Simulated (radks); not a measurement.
Species: Rb20+. Configuration: [Ne] 3s2 3p5 (the NIST ground configuration). Calculated with a radial shooting solver on a logarithmic mesh with Libxc functionals: scalar-relativistic Kohn-Sham, XLYP, spin-polarised, spherical densities, finite nucleus; open shells are filled with parallel spins first (spin-orbit coupling, left out, can overturn this in heavy ions); Fermi nuclear charge, rms radius 4.2036 fm.

Normalised radial functions P(r) = r R(r), r in bohr:

r,2s down,3p up
0.004593,0.5971,0.0157
0.005747,0.7076,0.0235
0.007132,0.8240,0.0347
0.008923,0.9501,0.0516
0.01116,1.0731,0.0764
0.01385,1.1762,0.1106
0.01733,1.2473,0.1603
0.02169,1.2556,0.2289
0.02691,1.1733,0.3168
0.03367,0.9606,0.4328
0.04212,0.5900,0.5723
0.05228,0.0747,0.7198
0.06541,-0.5967,0.8644
0.08183,-1.3295,0.9615
0.1016,-1.9711,0.9583
0.1271,-2.4135,0.7946
0.1577,-2.5025,0.4411
0.1973,-2.2113,-0.1194
0.2468,-1.6347,-0.7823
0.3063,-1.0066,-1.3487
0.3832,-0.4805,-1.6584
0.4794,-0.1712,-1.5666
0.595,-0.0451,-1.1654
0.7444,-0.0073,-0.6524
0.9314,-0.0007,-0.2650
1.156,0.0000,-0.0775
1.446,0.0000,-0.0135

2s down: eigenvalue -2807.8 eV, 1 radial node at r = 0.0537 bohr, <r> = 0.176 bohr, 90 % of the charge inside 0.272 bohr. 3p up: eigenvalue -890.75 eV, 1 radial node at r = 0.189 bohr, <r> = 0.442 bohr, 90 % of the charge inside 0.656 bohr.
